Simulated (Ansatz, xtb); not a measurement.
System: sum formula NbO$_{2}$F (charge 0, singlet). SMILES: [O]=[Nb](=[O])[F]
Structure (B3LYP-D3(BJ)/def2-TZVP (Ansatz, a first-principles code) minimum search):
```xyz
4

Nb     0.0470    -0.0671    -0.1842
O     -1.3757    -0.9681     0.1561
O     -0.4337     1.5478    -0.5197
F      1.3944    -0.2099     1.1623
```
Charge 0, spin multiplicity 1.

Harmonic wavenumbers from GFN2-xTB (xtb, at its own minimum), cm⁻¹: 184, 205, 262, 375, 736, 739.

Q: Give the harmonic wavenumbers at B3LYP-D3(BJ)/def2-TZVP (Ansatz, finite differences of forces, unscaled).

A: 171, 217, 339, 656, 967, 1012 cm⁻¹. Zero-point energy 4.8 kcal/mol.

Q: From these and the geometry, give the ideal-gas thermochemistry at 298.15 K and 1 atm (rigid rotor, harmonic oscillator).

A: Point group Cs, rotational symmetry number 1. Rotational constants 7.19, 5.204, 3.378 GHz. S(trans) 40.80, S(rot) 25.35, S(vib) 6.19, S(elec, spin only) 0.00, S 72.3 cal/(mol K). H(298) - H(0) 3.45 kcal/mol; G - E(el) -13.3 kcal/mol.
